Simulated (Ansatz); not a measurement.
Total energies of SnTe₂⁻ (the lowest doublet isomer of a short search) from Ansatz at PBE0-D4/def2-TZVPD, gas phase (1 Eh = 27.2114 eV = 2625.5 kJ/mol). The reference geometry is relaxed at PBE-D4/def2-SVPD.

Cartesian coordinates in Å:
```
Sn -0.747 0.077 0.195
Te -0.212 -1.819 -1.639
Te 0.960 1.743 1.444
```

```
            state                     geometry  energy (Eh)
charge -1 doublet                    reference   -750.55449
 charge 0 singlet                    reference   -750.43686
charge -1 quartet  relaxed at PBE-D4/def2-SVPD   -750.50618
```

In the def2 sets Sn, Te take a core potential; there is no spin–orbit coupling.

Q: Work out the vertical ionisation energy to the singlet.

A: E(charge 0 singlet) − E(charge -1 doublet) = -750.43686 − (-750.55449) = 0.11763 Eh = 3.20 eV. For comparison, −ε of the highest occupied level of the spin that leaves is 1.65 eV at this level, 1.55 eV less.

Q: Which of the charge -1 states is lowest, and how far above it are the others?

A: The doublet. quartet: -750.50618 − (-750.55449) = 0.04831 Eh = 126.8 kJ/mol. The quartet differs in its bonds from the reference.

A triplet lies near this restricted singlet, and broken spin symmetry wasn't tried. 

The structure comes from a short search, and lower isomers may exist.
